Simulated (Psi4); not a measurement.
C6H14, charge -1, doublet, at the geometry of the source list (a state made from the parent by changing its charge; the spin is typed, not shown lowest) (a gas-phase anion, which may not be bound at this level); MP2/STO-3G in Psi4.

Psi4 was given this input:
```
memory 2 GB

molecule mol {
-1 2
  C     2.833400    0.850300   -0.342400
  C     1.828800    0.001100    0.425600
  C     0.444400    0.031600   -0.217600
  C    -0.560100   -0.817000    0.558100
  C    -1.933300   -0.902400   -0.108400
  C    -2.666400    0.432100   -0.158600
  H     2.936200    0.490800   -1.364100
  H     2.509500    1.888300   -0.377900
  H     3.810900    0.813300    0.133200
  H     2.184400   -1.031300    0.468100
  H     1.755600    0.366400    1.452900
  H     0.098600    1.065800   -0.261400
  H     0.515500   -0.340400   -1.242900
  H    -0.674200   -0.409200    1.565700
  H    -0.158800   -1.829300    0.657100
  H    -1.817300   -1.290700   -1.123400
  H    -2.543100   -1.617700    0.449600
  H    -2.746700    0.860900    0.838000
  H    -3.670900    0.296200   -0.553900
  H    -2.146600    1.141200   -0.797500
}

set basis sto-3g
set reference uhf

energy('mp2')
print_variables()
```

The log (banner, timings and long lists left out):

```
    SCF Algorithm Type (re)set to DF.

   => Loading Basis Set <=

    Name: STO-3G
    Role: ORBITAL
    Keyword: BASIS

         ---------------------------------------------------------
                                   SCF
               by Justin Turney, Rob Parrish, Andy Simmonett
                          and Daniel G. A. Smith
                              UHF Reference
         ---------------------------------------------------------

  ==> Geometry <==

    Molecular point group: c1
    Full point group: C1

    Geometry (in Angstrom), charge = -1, multiplicity = 2:

       Center              X                  Y                   Z               Mass
    ------------   -----------------  -----------------  -----------------  -----------------
         C            2.840192330093     0.901910260606    -0.362405625084    12.000000000000
         C            1.835592330093     0.052710260606     0.405594374916    12.000000000000
         C            0.451192330093     0.083210260606    -0.237605625084    12.000000000000
         C           -0.553307669907    -0.765389739394     0.538094374916    12.000000000000
         C           -1.926507669907    -0.850789739394    -0.128405625084    12.000000000000
         C           -2.659607669907     0.483710260606    -0.178605625084    12.000000000000
         H            2.942992330093     0.542410260606    -1.384105625084     1.007825032230
         H            2.516292330093     1.939910260606    -0.397905625084     1.007825032230
         H            3.817692330093     0.864910260606     0.113194374916     1.007825032230
         H            2.191192330093    -0.979689739394     0.448094374916     1.007825032230
         H            1.762392330093     0.418010260606     1.432894374916     1.007825032230
         H            0.105392330093     1.117410260606    -0.281405625084     1.007825032230
         H            0.522292330093    -0.288789739394    -1.262905625084     1.007825032230
         H           -0.667407669907    -0.357589739394     1.545694374916     1.007825032230
         H           -0.152007669907    -1.777689739394     0.637094374916     1.007825032230
         H           -1.810507669907    -1.239089739394    -1.143405625084     1.007825032230
         H           -2.536307669907    -1.566089739394     0.429594374916     1.007825032230
         H           -2.739907669907     0.912510260606     0.817994374916     1.007825032230
         H           -3.664107669907     0.347810260606    -0.573905625084     1.007825032230
         H           -2.139807669907     1.192810260606    -0.817505625084     1.007825032230

  Running in c1 symmetry.

  Rotational constants: A =      0.29283  B =      0.04557  C =      0.04239 [cm^-1]
  Rotational constants: A =   8778.95069  B =   1366.19461  C =   1270.72157 [MHz]
  Nuclear repulsion =  248.724856614414364

  Charge       = -1
  Multiplicity = 2
  Electrons    = 51
  Nalpha       = 26
  Nbeta        = 25

  ==> Algorithm <==

  SCF Algorithm Type is DF.
  DIIS enabled.
  MOM disabled.
  Fractional occupation disabled.
  Guess Type is SAD.
  Energy threshold   = 1.00e-08
  Density threshold  = 1.00e-08
  Integral threshold = 1.00e-12

  ==> Primary Basis <==

  Basis Set: STO-3G
    Blend: STO-3G
    Number of shells: 32
    Number of basis functions: 44
    Number of Cartesian functions: 44
    Spherical Harmonics?: true
    Max angular momentum: 1

   => Loading Basis Set <=

    Name: (STO-3G AUX)
    Role: JKFIT
    Keyword: DF_BASIS_SCF

  ==> Integral Setup <==

  SCF_SUBTYPE=INCORE selected. In-core MEM_DF algorithm will be used.
  Using in-core AOs.

  ==> MemDFJK: Density-Fitted J/K Matrices <==

    J tasked:                   Yes
    K tasked:                   Yes
    wK tasked:                   No
    Algorithm:                 Core
    Schwarz Cutoff:           1E-12
    Mask sparsity (%):       1.0331
    Fitting Condition:        1E-10

   => Auxiliary Basis Set <=

  Basis Set: (STO-3G AUX)
    Blend: DEF2-UNIVERSAL-JKFIT
    Number of shells: 234
    Number of basis functions: 702
    Number of Cartesian functions: 814
    Spherical Harmonics?: true
    Max angular momentum: 4

  Minimum eigenvalue in the overlap matrix is 1.9559275286E-01.
  Reciprocal condition number of the overlap matrix is 7.3502524587E-02.
    Using symmetric orthogonalization.

  ==> Pre-Iterations <==

  SCF Guess: Superposition of Atomic Densities via on-the-fly atomic UHF (no occupation information).

   -------------------------
    Irrep   Nso     Nmo
   -------------------------
     A         44      44
   -------------------------
    Total      44      44
   -------------------------

  ==> Iterations <==

                           Total Energy        Delta E     RMS |[F,P]|

   @DF-UHF iter SAD:  -226.96001139332134   -2.26960e+02   0.00000e+00
   @DF-UHF iter   1:  -232.04076512318977   -5.08075e+00   3.43002e-03 DIIS/ADIIS
   @DF-UHF iter   2:  -232.06245708085882   -2.16920e-02   1.08907e-03 DIIS/ADIIS
   @DF-UHF iter   3:  -232.06733603540249   -4.87895e-03   6.82625e-04 DIIS/ADIIS
   @DF-UHF iter   4:  -232.06974265078162   -2.40662e-03   4.04208e-04 DIIS/ADIIS
   @DF-UHF iter   5:  -232.07154148979828   -1.79884e-03   1.78891e-04 DIIS/ADIIS
   @DF-UHF iter   6:  -232.07187885313948   -3.37363e-04   1.02772e-04 DIIS/ADIIS
   @DF-UHF iter   7:  -232.07202484303994   -1.45990e-04   6.21794e-05 DIIS
   @DF-UHF iter   8:  -232.07209058312594   -6.57401e-05   4.66648e-05 DIIS
   @DF-UHF iter   9:  -232.07214471159494   -5.41285e-05   3.50401e-05 DIIS
   @DF-UHF iter  10:  -232.07217941848552   -3.47069e-05   2.35931e-05 DIIS
   @DF-UHF iter  11:  -232.07220119499399   -2.17765e-05   1.03318e-05 DIIS
   @DF-UHF iter  12:  -232.07220349928915   -2.30430e-06   4.57980e-06 DIIS
   @DF-UHF iter  13:  -232.07220371861260   -2.19323e-07   2.07806e-06 DIIS
   @DF-UHF iter  14:  -232.07220375977693   -4.11643e-08   9.94594e-07 DIIS
   @DF-UHF iter  15:  -232.07220376995591   -1.01790e-08   5.23602e-07 DIIS
   @DF-UHF iter  16:  -232.07220377297469   -3.01878e-09   2.86105e-07 DIIS
   @DF-UHF iter  17:  -232.07220377395208   -9.77394e-10   1.66377e-07 DIIS
   @DF-UHF iter  18:  -232.07220377430218   -3.50099e-10   1.03170e-07 DIIS
   @DF-UHF iter  19:  -232.07220377448107   -1.78886e-10   5.46841e-08 DIIS
   @DF-UHF iter  20:  -232.07220377453564   -5.45697e-11   2.06194e-08 DIIS
   @DF-UHF iter  21:  -232.07220377454018   -4.54747e-12   1.18861e-08 DIIS
   @DF-UHF iter  22:  -232.07220377454098   -7.95808e-13   7.92496e-09 DIIS
  Energy and wave function converged.

  ==> Post-Iterations <==

   @Spin Contamination Metric:   1.311499906E-02
   @S^2 Expected:                7.500000000E-01
   @S^2 Observed:                7.631149991E-01
   @S   Expected:                5.000000000E-01
   @S   Observed:                5.000000000E-01

    Orbital Energies [Eh]
    ---------------------

    Alpha Occupied:

[...]
    Alpha Virtual:

[...]
    Beta Occupied:

[...]
      25A     -0.132635

    Beta Virtual:

[...]
      44A      1.118298

    Final Occupation by Irrep:
              A
    DOCC [    25 ]
    SOCC [     1 ]
    NA   [    26 ]
    NB   [    25 ]

  @DF-UHF Final Energy:  -232.07220377454098

   => Energetics <=

    Nuclear Repulsion Energy =            248.7248566144143638
    One-Electron Energy =                -817.8865801333945456
    Two-Electron Energy =                 337.0895197444391442
    Total Energy =                       -232.0722037745409807

  UHF NO Occupations:
  HONO-2 :   24  A 1.9982620
  HONO-1 :   25  A 1.9965101
  HONO-0 :   26  A 1.0000000
  LUNO+0 :   27  A 0.0034899
  LUNO+1 :   28  A 0.0017380
  LUNO+2 :   29  A 0.0006572
  LUNO+3 :   30  A 0.0003697

Computation Completed

Properties will be evaluated at   0.000000,   0.000000,   0.000000 [a0]

Properties computed using the SCF density matrix

 Multipole Moments:

 ------------------------------------------------------------------------------------
     Multipole            Electronic (a.u.)      Nuclear  (a.u.)        Total (a.u.)
 ------------------------------------------------------------------------------------

 L = 1.  Multiply by 2.5417464519 to convert [e a0] to [Debye]
 Dipole X            :         -0.6739643            0.1389261           -0.5350383
 Dipole Y            :         -0.7670059            1.0563815            0.2893756
 Dipole Z            :          0.2416869           -0.4092793           -0.1675923
 Magnitude           :                                                    0.6309448

 ------------------------------------------------------------------------------------

  //>>>>>>>>>>>>>>>>>>>>>>>>>>>>>>>>>>>//
  //               DFMP2               //
  //<<<<<<<<<<<<<<<<<<<<<<<<<<<<<<<<<<<//

   => Loading Basis Set <=

    Name: (STO-3G AUX)
    Role: RIFIT
    Keyword: DF_BASIS_MP2

	 --------------------------------------------------------
	                          DF-MP2
	      2nd-Order Density-Fitted Moller-Plesset Theory

	        Rob Parrish, Justin Turney, Andy Simmonett,
	           Ed Hohenstein, and C. David Sherrill
	 --------------------------------------------------------

	 --------------------------------------------------------
	                 NBF =    44, NAUX =   484
	 --------------------------------------------------------
	   CLASS    FOCC     OCC    AOCC    AVIR     VIR    FVIR
	   ALPHA       0      26      26      18      18       0
	    BETA       0      25      25      19      19       0
	 --------------------------------------------------------

	-----------------------------------------------------------
	 ==================> DF-MP2 Energies <====================
	-----------------------------------------------------------
	 Reference Energy          =    -232.0722037745409807 [Eh]
	 Singles Energy            =      -0.0000000000000000 [Eh]
	 Same-Spin Energy          =      -0.0413375476411443 [Eh]
	 Opposite-Spin Energy      =      -0.2838482725967339 [Eh]
	 Correlation Energy        =      -0.3251858202378782 [Eh]
	 Total Energy              =    -232.3973895947788719 [Eh]
	-----------------------------------------------------------
	 ================> DF-SCS-MP2 Energies <==================
	-----------------------------------------------------------
	 SCS Same-Spin Scale       =       0.3333333333333333 [-]
	 SCS Opposite-Spin Scale   =       1.2000000000000000 [-]
	 SCS Same-Spin Energy      =      -0.0137791825470481 [Eh]
	 SCS Opposite-Spin Energy  =      -0.3406179271160807 [Eh]
	 SCS Correlation Energy    =      -0.3543971096631288 [Eh]
	 SCS Total Energy          =    -232.4266008842041060 [Eh]
	-----------------------------------------------------------

  Variable Map:
  ----------------------------------------------------------------------------
[...]
  Array Variable Map:
  ----------------------------------------------------------------------------
[...]
[...]
```
